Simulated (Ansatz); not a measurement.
HgS₂. The state is a singlet with charge 0. Geometry PBE0-D4/def2-TZVP; atoms count from 1.

```tsv
atom	x (Å)	y (Å)	z (Å)
Hg1	0.000	0.000	0.000
S2	0.536	-0.279	2.143
S3	-0.536	0.279	-2.143
```

In the def2 sets Hg takes a core potential; there is no spin–orbit coupling. The restricted singlet is unstable: a solution with broken spin symmetry lies lower. The geometry of the singlet was relaxed on an unsound state (restricted singlet, unstable towards broken spin symmetry). At PBE0-D4/def2-TZVP a triplet of charge 0 lies 1.19 eV below the restricted singlet, each at its own geometry. The structure comes from a short search, and lower isomers may exist.

(1) Estimate the Mulliken populations from the PBE0/def2-TZVP orbitals of Ansatz.

(2) And the Mayer bond orders between bonded heavy atoms (over 0.3)?

Answers

(1) 
```
atom  charge (e)  d electrons
 Hg1        0.59         9.71
  S2       -0.30            –
  S3       -0.30            –
```
Mulliken values and Mayer orders depend strongly on the basis.

(2) Hg1–S2 1.18 (2.23 Å); Hg1–S3 1.18 (2.23 Å). Values over 0.3 also appear between atoms too far apart for a bond (S2–S3 0.89 at 4.45 Å); they arise where an orbital or an unpaired electron spreads over both atoms.
